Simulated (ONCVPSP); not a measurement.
Before and after: ONCV potential for In (Z = 49)

In (Z = 49), optimised norm-conserving Vanderbilt (ONCV), made with ONCVPSP 4.0.1 (PBE, scalar-relativistic). Core [Kr], reference 4d10 5s2 5p1. Waves: 5s: rc 2.05 bohr, ncon 4, nbas 7, qcut 2.8 1/bohr, 2 projectors, debl 1.9 Ha; 5p: rc 2.05 bohr, ncon 3, nbas 7, qcut 3.4 1/bohr, 3 projectors, debl 3.8 Ha; 4d: rc 1.35 bohr, ncon 3, nbas 7, qcut 10.7 1/bohr, 2 projectors, debl 1.1 Ha. Local part: polynomial inside 1.15 bohr (lpopt 3, dvloc0 0 Ha). Core correction: none.

Change: core correction polynomial model core, fcfact 0.4.

Cutoffs: the cutoffs (Ha) at which the residual kinetic energy of the hardest occupied pseudo-wave falls to 1 and 0.1 mHa per electron; they do not see the model core or the augmentation charge, which bear on the density cutoff. Errors are all-electron minus pseudo energies relative to the spin-unpolarised reference configuration.

Q: What does the change do?

A: The potential gets neither clearly harder nor softer (39 Ha and 46 Ha → 39 Ha and 46 Ha); both files keep a bound ghost (s); of the 3 tests that both files solve, the error grows in 3 and shrinks in 0 by more than 15 % and 0.3 meV (median size 7.7 → 20.2 meV). A model core, the more so a compact one, raises the density cutoff, which this test does not measure.

```csv
quantity,base,changed
"cutoff, loose",39 Ha,39 Ha
"cutoff, tight",46 Ha,46 Ha
bound ghosts,s,s
GHOST(+) flags under 300 eV,p at 190.7 eV,p at 190.7 eV
tests with a reliable result,3 of 4,3 of 4
"error for 4d10 5s2 5p0, meV [ΔE 5.36 eV]",-1.1,-3.0
"error for 4d10 5s1 5p0, meV [ΔE 24.60 eV]",+7.7,-20
"error for 4d9 5s2 5p1, meV [ΔE 25.11 eV]",-126,-156
s: phases at 2.08 bohr within 0.05 rad from the reference energy up to (Ha; the scan ends near 5),n/a,n/a
p: phases at 2.08 bohr within 0.05 rad from the reference energy up to (Ha; the scan ends near 5),to the end of the scan,to the end of the scan
d: phases at 1.37 bohr within 0.05 rad from the reference energy up to (Ha; the scan ends near 5),to the end of the scan,to the end of the scan
```

 A true bound ghost makes a file unfit for plane-wave use even where its test errors are small: the radial tests pick states by their node count and pass the ghost by.
